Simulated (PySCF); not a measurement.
Computed IR spectrum (relative IR intensity) of a molecule C5H12. Coordinates come from a PBE-D3(BJ)/def2-SVP optimisation. The values are those of a single conformer. Calculation: PBE-D3(BJ)/def2-SVP in PySCF. Frequencies are harmonic and unscaled.

```json
[
 {"ν (cm⁻¹)": "719", "relative intensity": "7.8"},
 {"ν (cm⁻¹)": "749", "relative intensity": "3.4"},
 {"ν (cm⁻¹)": "844", "relative intensity": "3.6"},
 {"ν (cm⁻¹)": "905", "relative intensity": "6.0"},
 {"ν (cm⁻¹)": "1119", "relative intensity": "3.2"},
 {"ν (cm⁻¹)": "1212", "relative intensity": "2.2"},
 {"ν (cm⁻¹)": "1279", "relative intensity": "3.9"},
 {"ν (cm⁻¹)": "1318", "relative intensity": "4.5"},
 {"ν (cm⁻¹)": "1351", "relative intensity": "7.1"},
 {"ν (cm⁻¹)": "1354", "relative intensity": "4.8"},
 {"ν (cm⁻¹)": "1418", "relative intensity": "3.3"},
 {"ν (cm⁻¹)": "1420", "relative intensity": "13"},
 {"ν (cm⁻¹)": "1423", "relative intensity": "6.1"},
 {"ν (cm⁻¹)": "1430", "relative intensity": "6.8"},
 {"ν (cm⁻¹)": "1433", "relative intensity": "10"},
 {"ν (cm⁻¹)": "2942", "relative intensity": "21"},
 {"ν (cm⁻¹)": "2955", "relative intensity": "100"},
 {"ν (cm⁻¹)": "2963", "relative intensity": "57"},
 {"ν (cm⁻¹)": "2966", "relative intensity": "39"},
 {"ν (cm⁻¹)": "2986", "relative intensity": "14"},
 {"ν (cm⁻¹)": "3001", "relative intensity": "36"},
 {"ν (cm⁻¹)": "3008", "relative intensity": "69"},
 {"ν (cm⁻¹)": "3046", "relative intensity": "69"},
 {"ν (cm⁻¹)": "3050", "relative intensity": "45"},
 {"ν (cm⁻¹)": "3056", "relative intensity": "39"},
 {"ν (cm⁻¹)": "3058", "relative intensity": "56"}
]
```

Task: Which molecule gave these data?
A. CCC(C)C
B. CCCCC
C. CC(C)(C)C

Result: B, CCCCC
